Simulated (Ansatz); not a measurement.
# Worked example: vertical energy of the triplet above the singlet of InH2Cl (SMILES [H][In]([H])[Cl])

InH2Cl has 4 atoms, charge 0, and is taken as a singlet. As SMILES, `[H][In]([H])[Cl]`. The shape comes from GFN2-xTB, which is rough for such elements, and wasn't checked as a minimum.

Both states at this one shape; open shells run unrestricted unless said. 1 Eh = 27.2114 eV.

```tsv
level	program	singlet InH2Cl (Eh)	triplet InH2Cl (Eh)
r2SCAN/STO-3G	Ansatz	-6141.482724	-6141.324252
B3LYP/STO-3G	Ansatz	-6141.298011	-6141.129182
PBE0/STO-3G	Ansatz	-6140.894124	-6140.722347
```

**Question.** Work out the vertical gap, second state less first, at each level.

**Answer.** 
1. r2SCAN/STO-3G: -6141.324252 − (-6141.482724) = 0.158472 Eh = 4.31 eV.
2. B3LYP/STO-3G: -6141.129182 − (-6141.298011) = 0.168829 Eh = 4.59 eV.
3. PBE0/STO-3G: -6140.722347 − (-6140.894124) = 0.171777 Eh = 4.67 eV.

No measured value is set beside it here; the levels span 4.31 to 4.67 eV. Spin-orbit coupling, which splits open shells on such heavy atoms by tenths of an eV, is left out. Minimal sets are far from the basis-set limit. All-electron rows are non-relativistic unless named.
